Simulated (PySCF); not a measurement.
C3H4BNO2, SMILES OB(CC#N)C=O. Heavy atoms are numbered as in [N:1]#[C:2][CH2:3][B:4]([OH:5])[CH:6]=[O:7]. Hydrogens are named by the atom that carries them.

Geometry optimised at B3LYP-D3(BJ)/def2-SVP. The structure was generated by enumeration, and PubChem lists no compound with its InChIKey, so it may never have been made. One conformer was computed; it need not be the lowest.

The numbers are results of PBE/pcSseg-1 run with PySCF, not measurements.

GIAO shieldings, no solvent; atoms alike by connectivity are averaged. δ = σ(ref) − σ: ¹⁵N against NH3 (σ = 267.0 ppm); ¹³C against TMS (σ = 182.0 ppm); ¹¹B against BF3 (σ = 83.9 ppm); ¹⁷O against H2O (σ = 334.3 ppm); ¹H against TMS (σ = 31.49 ppm), references at their B3LYP-D3(BJ)/def2-TZVP geometries, non-relativistic.

```csv
nucleus,atoms,count,δ (ppm)
¹⁵N,N1,1,304.5
¹³C,C6 (CH),1,239.2
¹³C,C2,1,119.6
¹³C,C3 (CH2),1,8.7
¹¹B,B4,1,15.9
¹⁷O,O7,1,874.6
¹⁷O,O5 (OH),1,201.0
¹H,H on C6,1,11.91
¹H,H on O5,1,8.05
¹H,H on C3,2,2.47
```
